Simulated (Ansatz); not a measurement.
Basis-set extrapolation for C2H3AlO2, SMILES `C#[C][Al]([OH])[OH]` (PBE0-D4/def2-TZVP geometry, frozen core, the Gaussian-basis code of Ansatz). Multiplicity 1, RHF reference.

|  | def2-TZVPP | def2-QZVPP |
| --- | --- | --- |
| HF | -469.316201 | -469.334015 |
| MP2 correlation | -0.851148 | -0.916286 |
| CCSD(T) correlation | -0.900600 | not run |

Energies in hartree. Use E(X) = E(∞) + A·exp(−7.88·√X) for Hartree–Fock and E(X) = E(∞) + B·X^(−2.97) for correlation, with X = 3 and 4, and add CCSD(T) minus MP2 of the smaller set to the MP2 limit.

Q: What is the CCSD(T) energy at the basis-set limit?

A: HF limit: -469.334015 + (-0.017814) × 0.13774 = -469.33647. MP2 limit: -0.916286 + (-0.065138) × 0.74074 = -0.96454. Higher-order term: -0.900600 − (-0.851148) = -0.04945. Total: -470.35046 hartree, 350.9 kJ/mol below CCSD(T)/def2-TZVPP.
